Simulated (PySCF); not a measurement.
C2H9FOSi2, SMILES O[C@H]([SiH3])C[SiH2]F.

Geometry optimised at B3LYP-D3(BJ)/def2-SVP. The structure was generated by enumeration; whether it is a known compound was not checked. One conformer was computed; it need not be the lowest.

All values below come from PySCF 2.14.0 with B3LYP-D3(BJ)/def2-SVP.

Frequencies are harmonic and unscaled.

```tsv
mode	ν (cm⁻¹)	IR (km/mol)	moving atoms (share of kinetic energy)
1	43	2.0	Si 37 %, F 36 %, H 22 %
2	79	1.2	Si 29 %, H 28 %, C 24 %, F 12 %
3	137	3.2	H 27 %, Si 24 %, C 20 %, F 17 %, O 12 %
4	165	0.7	H 51 %, O 16 %, F 13 %, C 11 %, Si 9 %
5	193	4.8	H 48 %, Si 21 %, F 21 %
6	269	5.8	H 33 %, O 28 %, Si 26 %, C 12 %
7	297	13.0	C 32 %, H 28 %, F 16 %, O 15 %, Si 10 %
8	344	83.3	H 83 %, C 10 %
9	373	36.4	O 36 %, H 31 %, Si 18 %, C 14 %
10	526	11.4	H 88 %, Si 9 %
11	559	20.7	H 39 %, Si 27 %, C 25 %, O 8 %
12	640	45.9	H 77 %, Si 13 %
13	707	42.0	H 57 %, C 29 %, Si 13 %
14	748	24.5	H 80 %
15	753	23.3	C 41 %, H 37 %, Si 17 %
16	862	23.4	H 40 %, F 38 %, Si 16 %
17	866	11.3	H 51 %, C 23 %, F 15 %, Si 11 %
18	919	361.9	H 84 %, Si 13 %
19	934	173.0	H 72 %, Si 13 %
20	945	35.1	H 95 %
21	953	57.9	H 95 %
22	969	126.6	H 88 %
23	1034	47.8	C 49 %, O 25 %, H 21 %
24	1051	29.7	H 45 %, C 45 %, O 9 %
25	1097	19.1	H 71 %, C 24 %
26	1174	105.0	H 74 %, C 24 %
27	1244	2.3	H 64 %, C 34 %
28	1311	5.6	H 75 %, C 24 %
29	1398	44.6	H 86 %, C 9 %
30	1437	3.2	H 92 %
31	2202	64.9	H 98 %
32	2209	98.0	H 96 %
33	2239	100.1	H 97 %
34	2246	102.8	H 97 %
35	2253	126.9	H 96 %
36	3008	9.1	H 95 %
37	3039	8.5	H 92 %
38	3062	11.1	H 91 %, C 9 %
39	3795	27.4	H 94 %
```
